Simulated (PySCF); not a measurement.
# NbH2, broken-symmetry Ms = 1/2: data card

Computed with PySCF, UPBE0, basis Nb def2-TZVP with ECP28, H def2-TZVP (scalar-relativistic core potentials, no spin–orbit coupling, density fitting).

The structure is a minimum.

Z-matrix (Å, degrees; charge 0 multiplicity 2):
```
Nb
H  1 1.7610
H  1 1.7610 2 116.14
```

* Point group: C2v
* Bond lengths: Nb–H 1.761 Å (×2)
* Bond angles: H–Nb–H 116.1°
* Principal quadrupole moments (Buckingham, traceless) about the centre of mass: -4.41, 1.14, 3.27 D Å
* Lowest empty level (α): -2.34 eV
* Entropy at 298.15 K and 1 bar (electronic part: spin only): 231.6 J/(mol K)
* Highest occupied level (β): -5.40 eV
* Atomisation energy without zero-point energy: 465 kJ/mol
* Heat capacity Cp at 298.15 K: 37.1 J/(mol K)
* Spin squared ⟨S²⟩: 1.754
* Dipole moment: 2.52 D
* Zero-point energy: 25.1 kJ/mol
* Rotational constants: 9.852, 3.744, 2.713 cm⁻¹
* Enthalpy at 298.15 K above 0 K: 10.24 kJ/mol
* Rotational symmetry number: 2
* Principal polarisabilities: 59.3, 64.1, 69.3 bohr³

Harmonic modes (masses in u: Nb 92.906, H 1.008):
```
symmetry  ω (cm⁻¹)  IR (km/mol)     type
      a1       682         77.4     bend
      b2      1749          451  stretch
      a1      1772          147  stretch
```

In C2v the vibrations span 2a1 + b2. Here b1 is antisymmetric to the molecular plane and b2 lies in it.

Charges (e):
```json
{"atom": "Nb1", "Mulliken": "0.29", "Löwdin": "0.23", "polar tensor": "0.72", "spin (Mulliken)": "1.10", "Mayer order to Nb1": "–"}
{"atom": "H2,3", "Mulliken": "-0.15", "Löwdin": "-0.11", "polar tensor": "-0.36", "spin (Mulliken)": "-0.05", "Mayer order to Nb1": "0.98"}
```

Mulliken populations on Nb1 (electrons outside its core potential): s 2.88, p 6.21, d 3.60, f 0.01.

Outer orbital energies (eV). α occupied: -8.44, -7.93, -5.63, -5.49; empty: -2.34, -1.92, -1.56, -0.89. β occupied: -8.44, -7.82, -5.40; empty: -2.03, -1.73, -1.28, -1.10.

The determinant is spin-contaminated (⟨S²⟩ = 1.75, pure value 0.75). Other isomers or separated fragments may lie lower. Open d and f shells are described by one determinant, and the ground state may have another occupation or spin. At this level a quartet minimum of C2v symmetry lies 48 kJ/mol below this structure.

The final relaxation and frequency run took 20 s on 2 threads of a shared Arm Neoverse N1 host, with 52 basis functions and 8 gradients; the process peaked at 0.62 GiB.
